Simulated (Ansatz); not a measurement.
The same substitution along the group O, S, Se.

Computed with Ansatz on PBE0-D4/def2-TZVP structures; ΔE is electronic, products minus reactants. CCSD(T)/CBS adds triple-zeta CCSD(T) − MP2 to the extrapolated MP2 energy (def2 sets, frozen cores). This one scheme is used for every species. Double bonds are as drawn, so ΔE can hold a change between cis and trans. Functionals use def2-TZVPP. B3LYP here is the variant with VWN-RPA as its local correlation; programs differ in this. For Se outer-core shells are correlated without core-valence functions, which leaves a few kJ/mol of doubt a bond. Scalar relativity is left out up to krypton. One conformer a species, not always the lowest.

```csv
reaction,B3LYP-D4 (kcal/mol),HF/CBS(def2) (kcal/mol),MP2/CBS(def2) (kcal/mol),ωB97M-V (kcal/mol)
`C/N=C/O` + `C#CNCN` → `C#CN(C)CN` + `N=CO`,-1.5,-0.3,-2.8,-2.0
`C/N=C/S` + `C#CNCN` → `C#CN(C)CN` + `N=CS`,-0.9,0.5,-1.9,-1.5
`C/N=C/[SeH]` + `C#CNCN` → `C#CN(C)CN` + `N=C[SeH]`,0.5,1.6,-0.4,-0.1
```

**Question.** Give the CCSD(T)/CBS values in the same order. (An estimate is asked.)

**Answer.** Computed: -2.2, -1.5, -0.1 kcal/mol.

Largest T1 diagnostic: 0.014, for `N=CO`.
